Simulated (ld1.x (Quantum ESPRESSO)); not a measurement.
Before and after: TM semilocal potential for Cr (Z = 24)

- Element: Cr (Z = 24)
- Generator: ld1.x (Quantum ESPRESSO) 7.5
- Type: norm-conserving Troullier–Martins (semilocal form)
- Functional: PBE
- Relativity: scalar-relativistic
- Frozen core: [Ne]
- Valence charge: 14
- Reference configuration: 3s2 3p6 3d4.5 4s0 4p0 (charge +1.5)
- Partial waves: 3p (bound): rc 1.55 bohr; 3d (bound): rc 1.30 bohr; 3s (bound): rc 1.15 bohr
- Local potential: the s channel
- Core correction: none

Change: wave 3s (bound): rc 1.15 bohr becomes 3s (bound): rc 1.40 bohr.

Cutoffs: the cutoffs (Ry, on a coarse ladder) from which the occupation-weighted sum of valence levels, in a spherical-Bessel basis at the reference potential, stays within 10 and 1 mRy of its value at 400 Ry; they do not see the model core or the augmentation charge, which bear on the density cutoff. Errors are all-electron minus pseudo energies relative to the spin-unpolarised reference configuration.

Problem. How do hardness, ghosts and transferability respond?

Solution. The potential gets softer (120 Ry and 180 Ry → 120 Ry and 140 Ry); of the 7 tests that both files solve, the error grows in 4 and shrinks in 1 by more than 15 % and 0.3 meV (median size 106.2 → 134.8 meV); the range in which the s phases agree narrows (upper end -0.6 → -1.9); neither file shows a bound ghost. A larger radius leaves more room for a smooth pseudo-wave, so fewer plane waves are needed. A semilocal file is local in each channel, so a ghost entry of none says nothing of the separable form that plane-wave codes build from it.

| quantity | base | changed |
| --- | --- | --- |
| cutoff, loose | 120 Ry | 120 Ry |
| cutoff, tight | 180 Ry | 140 Ry |
| loose cutoff by channel (10 mRy a level) | p 45 Ry, d 100 Ry, s 80 Ry | p 45 Ry, d 100 Ry, s 40 Ry |
| bound ghosts | none | none |
| error for 3s2 3p6 3d5 4s1 4p0, meV [ΔE -13.30 eV] | +160 | +504 |
| error for 3s2 3p6 3d5 4s0 4p0, meV [ΔE -6.40 eV] | -1.3 | -1.2 |
| error for 3s2 3p6 3d4 4s0 4p0, meV [ΔE 9.65 eV] | -0.8 | -0.5 |
| error for 3s2 3p6 3d2 4s0 4p0, meV [ΔE 88.76 eV] | +106 | +135 |
| error for 3s2 3p6 3d5 4s0 4p1, meV [ΔE -10.18 eV] | +5.6 | +5.6 |
| error for 3s2 3p6 3d4 4s1 4p0, meV [ΔE -5.31 eV] | +280 | +856 |
| error for 3s2 3p6 3d4 4s2 4p0, meV [ΔE -13.40 eV] | +427 | +1308 |
| s: phases at 1.70 bohr within 0.05 rad from the reference energy up to (Ry; the scan ends near 5) | -0.6 | -1.9 |
| p: phases at 1.70 bohr within 0.05 rad from the reference energy up to (Ry; the scan ends near 5) | 2.1 | 2.1 |
| d: phases at 1.70 bohr within 0.05 rad from the reference energy up to (Ry; the scan ends near 5) | 2.8 | 2.8 |
